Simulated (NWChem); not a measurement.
# Si2H4, singlet; SMILES [SiH][SiH3]

Computed with NWChem. Low-valent species are run as closed-shell singlets; no triplet was tried in these runs. The geometry was optimised at PBE0/def2-SVP. Level: PBE0/def2-SVP with SMD (1 M gas to 1 M solution), gas-phase geometry. Reactions with the solvent are ignored.

For solvent water:

solvation free energy (kcal/mol): 0.4
cavity-dispersion-structure term (kcal/mol): 2.2

Problem. What are these values for solvent n-hexane?

Solution. 
- solvation free energy (kcal/mol) = -1.7
- cavity-dispersion-structure term (kcal/mol) = -0.9
